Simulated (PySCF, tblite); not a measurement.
Isomers of C5H10OSi, one GFN2-xTB conformer each. Single-point energies are computed at PBE0/pcSseg-1 (PySCF, gas phase, no added dispersion term), electronic only.

Question: Rank them by PBE0/pcSseg-1 energy, lowest first (kcal/mol).
A. `[CH2:1]=[CH:2][C@@H:3]([CH:4]=[O:5])[CH2:6][SiH3:7]` with C1–C2–C3–C4 111°, C2–C3–C4–O5 120°, C2–C3–C6–Si7 171°
B. `[CH2:1]=[C:2]1[C@@H:3]([OH:4])[C@H:5]1[SiH2:6][CH3:7]` with C2–C3–O4–H -60°, C3–C5–Si6–C7 -73°
C. `[CH3:1][C:2](=[O:3])[C@@H:4]1[CH2:5][C@@H:6]1[SiH3:7]` with C1–C2–C4–C5 -129°
D. `[CH2:1]=[C:2]1[CH2:3][O:4][SiH2:5][C@H:6]1[CH3:7]` with C1–C2–C3–O4 -156°, C2–C3–O4–Si5 -9°, C3–O4–Si5–C6 -5°, O4–Si5–C6–C7 -100°
E. `[CH2:1]=[C:2]([CH3:3])[C@@H:4]1[CH2:5][O:6][SiH2:7]1` with C1–C2–C4–C5 -145°
F. `[CH2:1]=[C:2]([CH3:3])[C@H:4]1[O:5][CH2:6][SiH2:7]1` with C1–C2–C4–O5 148°
G. `[CH3:1][O:2]/[CH:3]=[CH:4]/[C@@H:5]1[CH2:6][SiH2:7]1` with C1–O2–C3–C4 0°, C3–C4–C5–C6 26°
H. `[CH3:1][C@@H:2]([OH:3])[C@H:4]1[CH:5]=[CH:6][SiH2:7]1` with C1–C2–O3–H -53°, C1–C2–C4–C5 79°

Answer: D (0.0), E (14.3), C (19.1), A (29.4), H (33.4), B (42.0), F (45.5), G (53.3).

As drawn, the lowest has an Si–O bond, which the highest lacks; the highest has a three-membered ring, which the lowest lacks. GFN2-xTB itself gives, in the same order: 0.0, 15.3, 29.6, 50.7, 57.1, 63.5, 56.2, 66.5. Both levels put the same isomer lowest; measured from each level's own lowest isomer, the values differ by up to 23.7 kcal/mol (C[C@@H](O)[C@H]1C=C[SiH2]1: 57.1 against 33.4).

Q: Which frontier levels, dipoles and rotational constants go with these structures?

A: 
```json
{"SMILES": "C=C1CO[SiH2][C@H]1C", "HOMO (eV, PBE0/pcSseg-1)": "-7.20", "LUMO (eV)": "-0.13", "dipole (D)": "1.46", "A, B, C (MHz)": "3007, 2178, 1527"}
{"SMILES": "C=C(C)[C@@H]1CO[SiH2]1", "HOMO (eV, PBE0/pcSseg-1)": "-6.76", "LUMO (eV)": "-0.29", "dipole (D)": "1.12", "A, B, C (MHz)": "3949, 1512, 1410"}
{"SMILES": "CC(=O)[C@@H]1C[C@@H]1[SiH3]", "HOMO (eV, PBE0/pcSseg-1)": "-7.53", "LUMO (eV)": "-0.73", "dipole (D)": "3.81", "A, B, C (MHz)": "3607, 1735, 1329"}
{"SMILES": "C=C[C@@H](C=O)C[SiH3]", "HOMO (eV, PBE0/pcSseg-1)": "-7.43", "LUMO (eV)": "-1.10", "dipole (D)": "2.64", "A, B, C (MHz)": "3198, 1337, 1032"}
{"SMILES": "C[C@@H](O)[C@H]1C=C[SiH2]1", "HOMO (eV, PBE0/pcSseg-1)": "-7.53", "LUMO (eV)": "-0.03", "dipole (D)": "1.64", "A, B, C (MHz)": "3795, 1628, 1222"}
{"SMILES": "C=C1[C@@H](O)[C@H]1[SiH2]C", "HOMO (eV, PBE0/pcSseg-1)": "-7.40", "LUMO (eV)": "-0.08", "dipole (D)": "1.20", "A, B, C (MHz)": "3560, 1495, 1213"}
{"SMILES": "C=C(C)[C@H]1OC[SiH2]1", "HOMO (eV, PBE0/pcSseg-1)": "-6.73", "LUMO (eV)": "-0.31", "dipole (D)": "2.03", "A, B, C (MHz)": "3598, 1629, 1430"}
{"SMILES": "CO/C=C/[C@@H]1C[SiH2]1", "HOMO (eV, PBE0/pcSseg-1)": "-5.69", "LUMO (eV)": "0.05", "dipole (D)": "1.15", "A, B, C (MHz)": "6023, 944.8, 932.6"}
```

Q: What happens when harmonic zero-point energies from GFN2-xTB frequencies are added?

A: 
| SMILES | ZPE (kcal/mol) | electronic (kcal/mol) | with ZPE (kcal/mol) |
| --- | --- | --- | --- |
| C=C1CO[SiH2][C@H]1C | 84.8 | 0.0 | 0.0 |
| C=C(C)[C@@H]1CO[SiH2]1 | 84.6 | 14.3 | 14.1 |
| CC(=O)[C@@H]1C[C@@H]1[SiH3] | 82.6 | 19.1 | 16.9 |
| C=C[C@@H](C=O)C[SiH3] | 80.8 | 29.4 | 25.4 |
| C[C@@H](O)[C@H]1C=C[SiH2]1 | 83.4 | 33.4 | 32.1 |
| C=C1[C@@H](O)[C@H]1[SiH2]C | 81.8 | 42.0 | 38.9 |
| C=C(C)[C@H]1OC[SiH2]1 | 83.0 | 45.5 | 43.7 |
| CO/C=C/[C@@H]1C[SiH2]1 | 83.4 | 53.3 | 51.8 |

The zero-point energies span 4.0 kcal/mol. The order is unchanged.

Q: As an exercise, what shares would exp(−E/RT) give at 2000 K from these electronic energies alone (no entropy, no degeneracies)?

A: RT = 3.974 kcal/mol: C=C1CO[SiH2][C@H]1C 96.5 %, C=C(C)[C@@H]1CO[SiH2]1 2.6 %, CC(=O)[C@@H]1C[C@@H]1[SiH3] 0.8 %, C=C[C@@H](C=O)C[SiH3] 0.1 %, C[C@@H](O)[C@H]1C=C[SiH2]1 under 0.1 %, C=C1[C@@H](O)[C@H]1[SiH2]C under 0.1 %, C=C(C)[C@H]1OC[SiH2]1 under 0.1 %, CO/C=C/[C@@H]1C[SiH2]1 under 0.1 %.
